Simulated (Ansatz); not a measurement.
(CdS)4 cube (Cd4S4). Charge 0, multiplicity 1. Geometry PBE-D4/def2-SVP.

```csv
atom,x (Å),y (Å),z (Å)
Cd1,0.287,0.801,-1.728
Cd2,-1.882,0.014,0.409
Cd3,0.956,1.002,1.339
Cd4,0.639,-1.817,-0.020
S5,-1.235,-1.296,-1.731
S6,-0.827,2.349,0.026
S7,2.433,-0.018,-0.529
S8,-0.371,-1.035,2.234
```

In the def2 sets Cd takes a core potential; there is no spin–orbit coupling. Another isomer (singlet) lies 0.87 eV lower at PBE0-D4/def2-TZVP; other spin states weren't run for this one.

Problem. Estimate the orbital energies around the gap (eV) in Ansatz with PBE-D4/def2-SVP, r2SCAN-D4/def2-TZVP, r2SCANh-D4/def2-TZVP, PBE0-D4/def2-SVP, BHLYP-D4/def2-TZVP.

Solution. 
```
orbital  PBE-D4/def2-SVP  r2SCAN-D4/def2-TZVP  r2SCANh-D4/def2-TZVP  PBE0-D4/def2-SVP  BHLYP-D4/def2-TZVP
 HOMO−5            -6.10                -6.29                 -6.64             -7.05               -7.82
 HOMO−4            -6.10                -6.29                 -6.64             -7.05               -7.82
 HOMO−3            -6.10                -6.29                 -6.64             -7.05               -7.82
 HOMO−2            -5.94                -6.15                 -6.50             -6.92               -7.73
 HOMO−1            -5.94                -6.15                 -6.50             -6.91               -7.73
   HOMO            -5.94                -6.15                 -6.50             -6.91               -7.73
   LUMO            -3.99                -3.85                 -3.59             -3.30               -2.61
 LUMO+1            -3.02                -2.90                 -2.60             -2.25               -1.50
 LUMO+2            -3.02                -2.90                 -2.60             -2.25               -1.50
 LUMO+3            -3.02                -2.90                 -2.60             -2.24               -1.50
 LUMO+4            -0.65                -0.47                 -0.18              0.20                1.09
 LUMO+5            -0.25                 0.06                  0.28              0.44                1.09
```
